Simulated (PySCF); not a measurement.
Species: C5H11Si2 (doublet state).
Structure used (GFN2-xTB), in Å, numbered top down from 1:
```xyz
18
C5H11Si2 angstrom
C     -1.3152    1.4265    0.5873
C     -0.8902    0.5445   -0.2625
C     -1.2766    0.4828   -1.7118
C      0.0297   -0.5394    0.2028
Si    -0.6192   -2.3082    0.0044
C      1.2182   -0.2621    0.7416
Si     1.9938    1.4373    0.9722
H     -1.1912    1.6151    1.6289
H     -1.8251   -0.4363   -1.9163
H     -0.3818    0.4885   -2.3332
H     -1.8989    1.3342   -1.9737
H     -2.0597   -2.3209    0.2655
H     -0.3558   -2.7627   -1.3652
H      0.0813   -3.1774    0.9506
H      1.8211   -1.1024    1.0700
H      1.5575    2.3703   -0.0642
H      1.6553    1.9561    2.3011
H      3.4482    1.2604    0.8909
```

The hyperfine couplings belong to this conformer and change with its torsions.

As a line formula: `[H]/[C]=C(C)\C([SiH3])=C/[SiH3]` [radical].

Method: PySCF 2.14.0, UKS B3LYP, pcH-1 on C H Si, non-relativistic, mean-field spin-orbit, GIAO. Isolated species at its GFN2-xTB geometry (one conformer only). Couplings are sensitive to structure, and on GFN2-xTB geometries they can be far from those on DFT ones. The frame is twisted about the C2–C4 bond at this geometry (dihedral C3–C2–C4–Si5 = -59°); couplings at other torsion angles weren't computed. The SCF solution wasn't tested for stability.

(1) Give the principal g shifts and their parts.

(2) At 9.582 GHz, how far is the centre of the isotropic spectrum from where a free electron (g = 2.002319) resonates?

(3) What are the electron Larmor frequencies g μB B/h along the three axes at 350 mT?

(4) What effective moment and Curie constant follow for a powder?

(5) In a frozen sample, at which fields do the three g values resonate at 9.5, 34, 94 and 263 GHz (hyperfine left aside), and which band first spreads them over more than twice a line width of 1.0 mT?

Results:

(1) 
| Δg (ppm) | 1 | 2 | 3 |
| --- | --- | --- | --- |
| relativistic mass correction | -151 | -151 | -151 |
| gauge correction | 35 | 10 | -24 |
| orbital Zeeman/spin–orbit | -371 | 34 | 388 |
| total | -487 | -106 | 213 |

So g = 2.00183, 2.00221, 2.00253 and g_iso = 2.00219; the tensor is rhombic: the two nearest values differ by 46 % of g3 − g1. Axes: g2 points within 12° of the C2–C4 bond.

(2) B = hν/(g μB) with μB/h = 13.99624 MHz/mT gives 341.91 mT for the free electron and 341.93 mT at g_iso, 0.02 mT higher.

(3) 9.8063, 9.8082, 9.8098 GHz for g1, g2 and g3, a range of 3.4 MHz.

(4) With the mean of g² = 4.0088 and S(S+1) = 0.75: μ_eff = √(⟨g²⟩S(S+1)) = 1.734 μB and χT = 0.12505·⟨g²⟩·S(S+1) = 0.376 cm³ K/mol (cgs; spin-Hamiltonian part alone).

(5) 
```
band    GHz  B(g3) mT  B(g2) mT  B(g1) mT  spread mT
   X    9.5    338.95    339.00    339.07       0.12
   Q   34.0   1213.08   1213.27   1213.50       0.42
   W   94.0   3353.80   3354.33   3354.97       1.17
   J  263.0   9383.50   9384.99   9386.78       3.28
```

The spread grows in proportion to the frequency. J band is the first where it exceeds 2.0 mT.

The Mulliken spin populations are largest on C1 (+1.03) and C2 (-0.15). No atom but C1 exceeds +0.15.

The HOMO–LUMO gaps are 5.30 eV among the α and 4.59 eV among the β orbitals.
